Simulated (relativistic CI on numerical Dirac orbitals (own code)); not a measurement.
**Hyperfine structure of Sb XIX, mass number 121**

Computed by Dirac-Coulomb-Breit CI, separate exchange-only KLI orbitals for each configuration, model QED, unscaled Slater integrals (own radial code, finite nucleus).

Configuration list (outside the closed core [Ar] 3d10): 4s²4p³, 4s4p⁴, 4p⁵, 4s²4p²4d, 4s4p³4d, 4s²4p²4f, 4s4p³4f, 4p⁴4d, 4s4p²4d², 4s²4p4d4f, 4s²4p²5s, 4p⁴4f, 4s²4p4d², 4s²4d³, 4s4p4d³, 4s²4d²4f, 4s4p4d²4f, 4s²4d²5s, 4p³4d², 4p²4d³, 4p²4d²4f, 4p²4d²5s. Double excitations out of closed p, d and f shells are left out; levels of such configurations are missing from the list, as are those of other unlisted configurations, and high levels can miss mixing partners.

Nuclear spin I = 5/2, μ = 3.358 μN, Q = -0.543 b (tables of Stone and Pyykkö). The electronic factors are computed for point nuclear moments, without core polarisation or the Bohr-Weisskopf and QED corrections.

| Level | E (cm⁻¹) | A (GHz) | B (GHz) |
| --- | --- | --- | --- |
| 4s²4p³ ²D°3/2 | 73683 | 2.691 | -5.83 |
| 4s²4p³ ²D°5/2 | 95877 | 30.78 | 0.0171 |
| 4s²4p³ ²P°1/2 | 128067 | 93.33 |  |
| 4s²4p³ ²P°3/2 | 200219 | 15.97 | 12.8 |
| 4s4p⁴ ⁴P5/2 | 420991 | 71.1 | -7.37 |
| 4s4p⁴ ⁴P3/2 | 470287 | 18.69 | 8.79 |
| 4s4p⁴ ⁴P1/2 | 476540 | 213 |  |
| 4s4p⁴ ²D3/2 | 528684 | 13.39 | 10.9 |

Levels with J = 0, under 50 % of one LS term, or S terms without an open s electron are left out. Small factors come from cancelling terms and can be off by tens of per cent or more.

At this charge energies of transitions that change n are usually good to better than 1 %, and those within a shell (Δn = 0) to a few per cent.

Task: Give the hyperfine levels of 4s²4p³ ²P°1/2 relative to its centre of gravity.

Result: With K = F(F + 1) − I(I + 1) − J(J + 1), E = AK/2: F = 2: -163.3, F = 3: 116.7 GHz.

LS names give the leading component of a level, which can be under half, so a name can repeat, a term be missing and a line seem to break the LS rules.
